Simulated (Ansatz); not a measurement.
B2F2H2 (`FBBF`), 6 atoms. The species carries charge 0 and has multiplicity 1. All runs use 2 threads of an Arm Neoverse V2 on a shared host. Correlated methods freeze the cores. Open-shell runs search over several starts.

(1) Give the basis size and wall time and peak host memory of each of these runs in Ansatz. UHF-MP2/def2-QZVPP energy of the cation; RKS r2SCAN-D4/def2-TZVPP energy and forces; RHF-CCSD(T)/def2-TZVPP energy; UKS B3LYP-D4/def2-TZVPP energy of the cation; UKS ωB97X-V/def2-TZVPP energy of the cation; RKS PBE0-D4/def2-QZVPP energy; RHF-CCSD(T)/def2-SVP energy; RKS HSE06 (plane-wave form)-D4/def2-TZVPP energy; RKS PBE0-D4/def2-TZVP relaxation (20 steps); UKS r2SCAN-D4/def2-TZVPP energy of the cation; RKS ωB97M-V/def2-QZVPP energy; RKS SPW92 (LDA)/def2-TZVPP energy. (An estimate is asked.)

## Answers

(1) The calculation gave: Other jobs shared the machine, so times are rough.

```
                                    level                    job  functions  wall time  peak host memory (GiB)
               RKS SPW92 (LDA)/def2-TZVPP                 energy        152     0.65 s                    0.12
                     RHF-CCSD(T)/def2-SVP                 energy         66      0.7 s                    0.15
RKS HSE06 (plane-wave form)-D4/def2-TZVPP                 energy        152      1.5 s                    0.22
                 RKS r2SCAN-D4/def2-TZVPP      energy and forces        152      2.3 s                    0.15
                  UKS B3LYP-D4/def2-TZVPP   energy of the cation        152      2.6 s                    0.26
                   RKS PBE0-D4/def2-QZVPP                 energy        288      3.5 s                    0.59
                 UKS r2SCAN-D4/def2-TZVPP   energy of the cation        152        4 s                     0.2
                   UKS ωB97X-V/def2-TZVPP   energy of the cation        152      6.5 s                    0.37
                   RHF-CCSD(T)/def2-TZVPP                 energy        152      8.5 s                    0.79
                   RKS ωB97M-V/def2-QZVPP                 energy        288        9 s                    0.73
                       UHF-MP2/def2-QZVPP   energy of the cation        288       11 s                    0.91
                    RKS PBE0-D4/def2-TZVP  relaxation (20 steps)        136       28 s                     0.2
```

B3LYP here is the variant with VWN-RPA as its local correlation; programs differ in this.
